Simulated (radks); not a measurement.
Q: The mean radii <r> (bohr) of the occupied orbitals of an atom or ion are listed with their occupations. All-electron calculation, scalar-relativistic Kohn-Sham, LDA (Slater exchange, Perdew-Wang correlation), spin-polarised, spherical densities, finite nucleus; Fermi nuclear charge, rms radius of each element as measured or else 0.836 A^(1/3) + 0.57 fm. Program: a radial shooting solver on a logarithmic mesh with Libxc functionals.

| orbital | occ. | <r> |
|---|---|---|
| 1s up | 1 | 0.02459 |
| 1s down | 1 | 0.02459 |
| 2s up | 1 | 0.1053 |
| 2s down | 1 | 0.1053 |
| 2p up | 3 | 0.09240 |
| 2p down | 3 | 0.09240 |
| 3s up | 1 | 0.2790 |
| 3s down | 1 | 0.2790 |
| 3p up | 3 | 0.2770 |
| 3p down | 3 | 0.2769 |
| 3d up | 5 | 0.2537 |
| 3d down | 5 | 0.2537 |
| 4s up | 1 | 0.6375 |
| 4s down | 1 | 0.6374 |
| 4p up | 3 | 0.6749 |
| 4p down | 3 | 0.6747 |
| 4d up | 5 | 0.7437 |
| 4d down | 5 | 0.7430 |
| 5s up | 1 | 1.475 |
| 5s down | 1 | 1.478 |
| 5p up | 3 | 1.664 |
| 5p down | 2 | 1.672 |
| 4f up | 1 | 1.017 |

Name the element and its charge. Open shells, if any, are filled with parallel spins first.

A: Z = 58, cerium, charge +4: Ce4+ in [Kr] 4d10 4f1 5s2 5p5. The 1s radius gives Z: for a bare nucleus <r> = (2 gamma + 1)/(2Z) with gamma = sqrt(1 - (Z/c)^2), 0.02424 bohr for Z = 58, and screening makes it slightly larger (0.02459 here). The occupations add up to 54, and the charge is Z minus that.
